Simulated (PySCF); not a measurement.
Vibration and rotation of MgGe⁺

UHF-CCSD(T) constants of MgGe⁺, ²Π (doublet), unpaired electrons π ↑ (Mg aug-pcseg-1, Ge aug-pcseg-1; no relativity (PySCF 2.14); masses 23.9850 and 73.9212 u):

- ωe: 205.1 cm⁻¹
- ωexe: 0.829 cm⁻¹
- Be: 0.11322 cm⁻¹
- αe: 0.000724 cm⁻¹
- D (centrifugal): 1.38e-07 cm⁻¹
- De to Mg⁺ + Ge: 1.53 eV

Q: Give the vibrational terms G(v) and spacings up to v = 6.

A: G(v) = ωe(v+½) − ωexe(v+½)².

| v | G(v) (cm⁻¹) | G(v) − G(v−1) | Bv (cm⁻¹) |
| --- | --- | --- | --- |
| 0 | 102.3 |  | 0.1129 |
| 1 | 305.8 | 203.4 | 0.1121 |
| 2 | 507.6 | 201.8 | 0.1114 |
| 3 | 707.7 | 200.1 | 0.1107 |
| 4 | 906.2 | 198.5 | 0.1100 |
| 5 | 1103.0 | 196.8 | 0.1092 |
| 6 | 1298.1 | 195.2 | 0.1085 |

Q: How well does the Morse estimate ωe²/(4ωexe) reproduce De, and what is D0?

A: It gives 1.57 eV, 103 % of the computed De. D0 = De − G(0) = 1.53 − 0.01 = 1.52 eV.

Correlated steps freeze 10 core orbitals. Correlated levels converge slowly with the basis: in double zeta they bind strong bonds too weakly, by up to about 1 eV, and carry superposition errors of some tenths. Spin–orbit coupling is left out. For an ion De counts to the pair picked by the measured ionisation energies or electron affinities, which need not be the lowest pair at this level. The state is the lowest determinant that a PBE0 search found; another state may lie lower at other levels.
